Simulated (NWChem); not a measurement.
CH$_{2}$Cl$_{2}$F$_{2}$Si; SMILES FC(F)[SiH](Cl)Cl

```xyz
8

F      0.1252     2.3482     0.6468
C      0.7633     1.3370     0.0040
F      0.6039     1.5034    -1.3274
Si    -0.0051    -0.3245     0.5745
Cl    -1.9402    -0.4145    -0.0851
Cl     1.1137    -1.8361    -0.2498
H      1.8438     1.4109     0.2347
H      0.0284    -0.4321     2.0517
```
Atoms are numbered in this order, from 1.

Results from NWChem. All runs use the structure optimised with PBE0/def2-SVP. Level: PBE/def2-SVP with SMD (1 M gas to 1 M solution), gas-phase geometry. Reactions with the solvent are ignored.

For solvent water:

```yaml
solvation free energy (kcal/mol): 0.4
cavity-dispersion-structure term (kcal/mol): 3.5
```

### Question
Estimate the same quantities for solvent 2-propanol.

### Answer
| Property | Value |
|---|---|
| solvation free energy (kcal/mol) | -4.2 |
| cavity-dispersion-structure term (kcal/mol) | -1.3 |
